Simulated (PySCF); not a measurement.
# Polarisability and C₆ of Cu (copper, neutral)

[Ar] 3d9 4s1 4p1, one real determinant (an excited configuration). All numbers are calculated (PySCF 2.14, the spin-free X2C one-electron Hamiltonian (Gaussian nucleus), in aug-cc-pVDZ-DK). Coupled (time-dependent) response in atomic units; α is the mean over directions. A double-zeta set is small for polarisabilities.

```
method  mean α (bohr³)         α xx, yy, zz  C₆ (like pair)  S(−4)
   UHF           64.44  53.90, 53.90, 85.52           556.7   2687
   PBE           68.58  49.10, 49.10, 107.6           575.5   4241
  PBE0           65.75  49.61, 49.61, 98.04           554.1   3427
  BP86           68.29  49.29, 49.29, 106.3           572.7   4070
```

S(−4) is the Cauchy moment in α(ω) = α(0) + S(−4) ω² + …

α(iu) at BP86:

| u (hartree) | α(iu) (bohr³) |
| --- | --- |
| 0 | 68.29 |
| 0.0500 | 60.15 |
| 0.100 | 46.80 |
| 0.200 | 27.76 |
| 0.300 | 17.66 |
| 0.500 | 9.047 |
| 0.750 | 5.237 |
| 1.00 | 3.604 |
| 1.50 | 2.165 |
| 2.00 | 1.502 |
| 3.00 | 0.8730 |
| 5.00 | 0.4188 |

A single London oscillator, α(iu) = α/(1 + u²/ω²), gives C₆ = (3/4) ω α². Matching the computed C₆ needs ω = 4 × 572.7 / (3 × 68.29²) = 0.164 hartree.

The components differ because the open shell of this determinant is not spherical; for a pure term their mean is the scalar polarisability.

⟨L²⟩ = 8.05 against 12 for a pure F term, so this real determinant mixes terms.
